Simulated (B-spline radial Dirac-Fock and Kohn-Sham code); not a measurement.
**Radiative decay of the 1s hole in Lu²⁺**

System: lutetium as Lu²⁺, 1s2 2s2 2p6 3s2 3p6 3d10 4s2 4p6 4d10 4f14 5s2 5p6 6s1, inside a Watson sphere of charge -2 and radius 1.8 Å (a model of the Madelung potential; inside it an electron's potential energy is raised by 16.0 eV).

Input file task.json (cfg lists n, l and occupation; rrms is the nuclear radius in fm):

```json
{"items": [{
  "Z": 71,
  "q": 2,
  "cfg": [[1, 0, 2], [2, 0, 2], [2, 1, 6], [3, 0, 2], [3, 1, 6], [3, 2, 10], [4, 0, 2], [4, 1, 6], [4, 2, 10], [4, 3, 14], [5, 0, 2], [5, 1, 6], [6, 0, 1]],
  "A": 175,
  "rrms": 5.37,
  "watson": [-2, 1.8],
  "do": ["binding", "quiet", "decay"],
  "holes": ["K", "L1", "L2", "L3", "M1", "M2", "M3", "M4", "M5", "N1", "N2", "N3", "N4", "N5", "N6", "N7"]
}]}
```

Run with: `python xray_run.py task.json out`

Method: a relativistic independent-particle model: LDA orbitals of the hole state, radiative multipoles to third order, Auger rates from the Coulomb interaction with a continuum orbital, Dirac-Fock energies. Computed with a B-spline atomic structure program.

| line | multipole | energy (eV) | rate (s⁻¹) | share (%) |
| --- | --- | --- | --- | --- |
| K-L1 | M1 | 52432.4 | 8.71e+12 | 0.0183 |
| Kα2 | E1 | 52960.0 | 1.38e+16 | 29.0 |
| Kα1 | E1 | 54064.9 | 2.43e+16 | 51.0 |
| Kβ3 | E1 | 61042.6 | 2.54e+15 | 5.33 |
| Kβ1 | E1 | 61281.5 | 4.94e+15 | 10.4 |
| Kβ5'' | E2 | 61669.1 | 5.08e+13 | 0.107 |
| Kβ5' | E2 | 61720.2 | 6.51e+13 | 0.136 |
| Kβ2'' | E1 | 62891.7 | 5.71e+14 | 1.20 |
| Kβ2' | E1 | 62945.8 | 1.11e+15 | 2.33 |
| K-N4 | E2 | 63101.6 | 1.19e+13 | 0.0249 |
| K-N5 | E2 | 63111.4 | 1.51e+13 | 0.0317 |
| K-O2 | E1 | 63277.0 | 8.06e+13 | 0.169 |
| K-O3 | E1 | 63284.0 | 1.52e+14 | 0.319 |

The listed lines hold 100.0 % of the radiative rate. The radiative width is 31.4 eV in the length form and 32.1 eV in the velocity form; the two differ because the transition energies are not eigenvalue differences of the potential that gave the orbitals. Kα2/Kα1 is 0.569 and Kβ/Kα is 0.250.
